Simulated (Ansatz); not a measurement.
Born–Oppenheimer molecular dynamics of F3Ge2H5S (11 atoms, charge 0, multiplicity 1). It starts at the highest image of a converged band. Of that band: Neighbouring images differ by up to 1.5 eV, so the band resolves the path poorly. A vibrational analysis at the climbing image gives one clearly imaginary mode, 941i cm⁻¹: a first-order saddle point.

Computed with RKS PBE/def2-SVP (Ansatz).

```json
{"ensemble": "NVE (velocity Verlet)", "time step": "0.5 fs", "steps asked": "200", "starting velocities drawn for": "100 K", "seed": "2133"}
```

Frames 0.5 fs apart, positions in Å.

Velocities at 35.0 fs (Å/ps):

```
Ge -5.04 2.12 -5.11
Ge 2.81 -1.50 5.88
H -5.81 -10.00 -10.19
H -2.89 -0.48 -1.87
H 3.03 2.19 15.53
F -2.21 -3.93 2.46
F 2.17 -1.65 -4.98
F 3.75 4.49 3.59
S 3.61 -0.49 -4.25
H 0.48 2.25 -2.38
H -19.38 -2.64 58.27
```

```xyz
11
Properties=species:S:1:pos:R:3 time_fs=35.0 energy_less_start_eV=-0.643 T=653
Ge -0.451 0.021 -0.029
Ge -0.049 -0.284 2.830
H -0.805 -1.466 3.519
H 1.322 -0.720 2.255
H 0.056 1.010 3.738
F 0.980 1.038 0.305
F -0.550 0.142 -1.740
F -0.314 -1.698 0.249
S -2.556 0.955 0.469
H -3.076 -0.289 0.480
H -1.014 0.144 1.798
11
Properties=species:S:1:pos:R:3 time_fs=35.5 energy_less_start_eV=-0.647 T=656
Ge -0.454 0.022 -0.032
Ge -0.047 -0.285 2.833
H -0.808 -1.471 3.514
H 1.320 -0.720 2.254
H 0.057 1.011 3.745
F 0.979 1.036 0.307
F -0.549 0.141 -1.742
F -0.312 -1.696 0.251
S -2.555 0.955 0.467
H -3.076 -0.288 0.479
H -1.024 0.143 1.827
11
Properties=species:S:1:pos:R:3 time_fs=36.0 energy_less_start_eV=-0.652 T=661
Ge -0.456 0.024 -0.035
Ge -0.046 -0.285 2.836
H -0.810 -1.475 3.509
H 1.319 -0.720 2.254
H 0.059 1.010 3.752
F 0.978 1.034 0.308
F -0.547 0.140 -1.745
F -0.311 -1.694 0.253
S -2.553 0.954 0.464
H -3.076 -0.289 0.478
H -1.036 0.143 1.853
11
Properties=species:S:1:pos:R:3 time_fs=36.5 energy_less_start_eV=-0.661 T=669
Ge -0.459 0.025 -0.037
Ge -0.044 -0.286 2.839
H -0.811 -1.479 3.504
H 1.317 -0.721 2.254
H 0.061 1.007 3.759
F 0.976 1.032 0.309
F -0.546 0.140 -1.748
F -0.309 -1.692 0.254
S -2.551 0.954 0.462
H -3.077 -0.290 0.477
H -1.050 0.144 1.877
11
Properties=species:S:1:pos:R:3 time_fs=37.0 energy_less_start_eV=-0.676 T=681
Ge -0.462 0.026 -0.040
Ge -0.043 -0.287 2.842
H -0.811 -1.482 3.500
H 1.315 -0.721 2.255
H 0.063 1.003 3.764
F 0.975 1.030 0.310
F -0.545 0.139 -1.750
F -0.307 -1.689 0.256
S -2.549 0.954 0.460
H -3.078 -0.292 0.476
H -1.066 0.146 1.899
11
Properties=species:S:1:pos:R:3 time_fs=37.5 energy_less_start_eV=-0.695 T=698
Ge -0.464 0.027 -0.042
Ge -0.041 -0.288 2.845
H -0.811 -1.485 3.496
H 1.312 -0.721 2.256
H 0.066 0.998 3.770
F 0.973 1.027 0.311
F -0.544 0.138 -1.754
F -0.305 -1.687 0.258
S -2.547 0.954 0.457
H -3.079 -0.295 0.474
H -1.083 0.149 1.918
11
Properties=species:S:1:pos:R:3 time_fs=38.0 energy_less_start_eV=-0.719 T=718
Ge -0.467 0.029 -0.045
Ge -0.039 -0.289 2.849
H -0.810 -1.488 3.492
H 1.310 -0.721 2.257
H 0.068 0.991 3.775
F 0.971 1.025 0.313
F -0.542 0.137 -1.757
F -0.303 -1.685 0.260
S -2.545 0.954 0.455
H -3.080 -0.298 0.473
H -1.102 0.153 1.934
11
Properties=species:S:1:pos:R:3 time_fs=38.5 energy_less_start_eV=-0.743 T=739
Ge -0.470 0.030 -0.048
Ge -0.038 -0.290 2.852
H -0.808 -1.490 3.488
H 1.308 -0.721 2.259
H 0.071 0.983 3.779
F 0.970 1.022 0.314
F -0.541 0.136 -1.760
F -0.301 -1.683 0.261
S -2.543 0.954 0.453
H -3.081 -0.302 0.472
H -1.123 0.158 1.948
11
Properties=species:S:1:pos:R:3 time_fs=39.0 energy_less_start_eV=-0.766 T=759
Ge -0.472 0.031 -0.050
Ge -0.036 -0.290 2.856
H -0.805 -1.492 3.486
H 1.306 -0.721 2.261
H 0.075 0.974 3.784
F 0.968 1.020 0.315
F -0.539 0.135 -1.763
F -0.299 -1.680 0.263
S -2.541 0.954 0.450
H -3.082 -0.305 0.471
H -1.143 0.164 1.960
11
Properties=species:S:1:pos:R:3 time_fs=39.5 energy_less_start_eV=-0.786 T=776
Ge -0.475 0.033 -0.053
Ge -0.034 -0.291 2.860
H -0.801 -1.494 3.483
H 1.305 -0.721 2.263
H 0.079 0.963 3.788
F 0.966 1.017 0.316
F -0.538 0.134 -1.766
F -0.297 -1.678 0.265
S -2.539 0.953 0.447
H -3.083 -0.308 0.470
H -1.165 0.170 1.970
11
Properties=species:S:1:pos:R:3 time_fs=40.0 energy_less_start_eV=-0.802 T=789
Ge -0.478 0.034 -0.055
Ge -0.032 -0.292 2.863
H -0.797 -1.496 3.482
H 1.304 -0.721 2.265
H 0.083 0.952 3.793
F 0.963 1.014 0.317
F -0.536 0.133 -1.770
F -0.295 -1.676 0.267
S -2.537 0.953 0.445
H -3.083 -0.311 0.469
H -1.186 0.177 1.979
11
Properties=species:S:1:pos:R:3 time_fs=40.5 energy_less_start_eV=-0.813 T=798
Ge -0.481 0.036 -0.058
Ge -0.031 -0.293 2.867
H -0.792 -1.497 3.481
H 1.303 -0.721 2.266
H 0.088 0.940 3.797
F 0.961 1.012 0.318
F -0.535 0.132 -1.774
F -0.293 -1.673 0.268
S -2.535 0.953 0.442
H -3.083 -0.314 0.468
H -1.206 0.184 1.986
```

Of the whole run (100 fs, mean temperature of the second half 1313 K): The conserved energy stayed within 0.067 meV per atom of its start (net change 0.032 meV per atom), so the integration is sound. The system heated up, since it started high on the potential surface and ran downhill. A run of 0.1 ps of so small a system gives no equilibrium averages. The orbitals stay closed-shell, which can raise the energy where a bond breaks towards radicals; this wasn't checked here.

Time of the run: 10 min on 4 threads of Arm Neoverse N1 (shared host), peak memory 0.24 GiB.
